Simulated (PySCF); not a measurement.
# Ionisation of GeCl2

System: GeCl2, `[Cl][Ge][Cl]` (Cl2Ge). Optimised structure (Å), atoms numbered from 1:
```
Ge    0.0078   -0.0045   -0.9516
Cl    1.6778   -0.0008    0.4646
Cl   -1.6632    0.0001    0.4635
```

These are calculated values, B3LYP-D3(BJ)/ma-def2-SVP in PySCF (grid level 2) at geometries from PBE0-D3(BJ)/def2-SVP. Zero-point and thermal terms (298.15 K, 1 bar) come from unscaled GFN2-xTB harmonic frequencies, with soft modes damped to free rotors in the entropy. These were taken at the GFN2-xTB minima.

Frontier levels of the parent: HOMO -8.12 eV, LUMO -3.48 eV.

Oxidation to the radical cation:
- Vertical ionisation energy (electronic): 10.50 eV
- Adiabatic ionisation energy (with zero-point energy): 10.28 eV
- Adiabatic, electronic part: 10.28 eV
- Vertical gap at the product's structure: 9.73 eV
- Inner reorganisation energy (four-point): 773 meV
- Relaxation of product / of parent: 219 / 555 meV
- ⟨S²⟩ of the product: 0.754
- Largest spin populations: Ge1 0.50, Cl3 0.25, Cl2 0.25
- Largest changes of atomic charge: Ge1 0.39, Cl2 0.30, Cl3 0.30
- Distances that move most (Å): Ge1–Cl2 2.190 → 2.093; Ge1–Cl3 2.190 → 2.094
- Potential in water: 7.88 V absolute, 3.46 V against Fc+/Fc computed at 4.42 V (solvation -15 → -245 kJ/mol)

Solvents are IEF-PCM continua (electrostatics only, gas-phase structures); absolute potentials refer to an electron at rest in vacuum. Fc+/Fc in water, 4.42 V, is B3LYP-D3(BJ)/ma-def2-SVP on PBE0-D3(BJ)/def2-SVP structures with GFN2-xTB thermal terms. Benchmark calculations put it near 5.0 V in acetonitrile and DMSO, so it is about 0.6 V low, and the value against it can read up to that much too high.

Known limits: ma-def2-SVP is a small basis, whose errors can reach tens of kJ/mol; spin-orbit coupling is left out of the energies, which matters for open shells on the heavier atoms; atoms from Ga to Kr are treated without relativity.

Run with `OMP_NUM_THREADS=1 python redox_run.py task.json out` on 1 thread of Arm Neoverse V2, a shared host. Structures, frequencies and single points: 32 s of wall time.
